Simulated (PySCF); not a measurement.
SMILES C=C/C=C\S, GFN2-xTB optimised geometry.

```
11

C      2.53     0.58    -0.01
C      1.20     0.60     0.00
C      0.38    -0.59     0.00
C     -0.96    -0.59     0.00
S     -1.93     0.88     0.00
H      3.08    -0.35    -0.02
H      3.11     1.48     0.00
H      0.67     1.54     0.01
H      0.89    -1.54     0.00
H     -1.53    -1.50     0.00
H     -3.11     0.26     0.00
```

Density from PySCF with B3LYP/def2-TZVP at that geometry.

Minimum of the electron density along straight lines between bonded atoms, close to the bond critical point (lines longer than 1.1 times the sum of covalent radii, or with two minima, are not listed):

```json
[
 {"bond": "C1–C2", "length / Å": "1.330", "ρ at the minimum / e bohr⁻³": "0.357", "∇²ρ there / e bohr⁻⁵": "-1.12", "position (fraction from the first atom)": "0.50"},
 {"bond": "C2–C3", "length / Å": "1.440", "ρ at the minimum / e bohr⁻³": "0.292", "∇²ρ there / e bohr⁻⁵": "-0.85", "position (fraction from the first atom)": "0.50"},
 {"bond": "C3–C4", "length / Å": "1.336", "ρ at the minimum / e bohr⁻³": "0.351", "∇²ρ there / e bohr⁻⁵": "-1.08", "position (fraction from the first atom)": "0.48"},
 {"bond": "C4–S5", "length / Å": "1.762", "ρ at the minimum / e bohr⁻³": "0.201", "∇²ρ there / e bohr⁻⁵": "-0.39", "position (fraction from the first atom)": "0.48"},
 {"bond": "C1–H6", "length / Å": "1.078", "ρ at the minimum / e bohr⁻³": "0.288", "∇²ρ there / e bohr⁻⁵": "-1.03", "position (fraction from the first atom)": "0.64"},
 {"bond": "C1–H7", "length / Å": "1.076", "ρ at the minimum / e bohr⁻³": "0.290", "∇²ρ there / e bohr⁻⁵": "-1.04", "position (fraction from the first atom)": "0.64"},
 {"bond": "C2–H8", "length / Å": "1.083", "ρ at the minimum / e bohr⁻³": "0.288", "∇²ρ there / e bohr⁻⁵": "-1.03", "position (fraction from the first atom)": "0.64"},
 {"bond": "C3–H9", "length / Å": "1.082", "ρ at the minimum / e bohr⁻³": "0.286", "∇²ρ there / e bohr⁻⁵": "-1.01", "position (fraction from the first atom)": "0.64"},
 {"bond": "C4–H10", "length / Å": "1.077", "ρ at the minimum / e bohr⁻³": "0.291", "∇²ρ there / e bohr⁻⁵": "-1.05", "position (fraction from the first atom)": "0.65"},
 {"bond": "S5–H11", "length / Å": "1.331", "ρ at the minimum / e bohr⁻³": "0.223", "∇²ρ there / e bohr⁻⁵": "-0.68", "position (fraction from the first atom)": "0.64"}
]
```
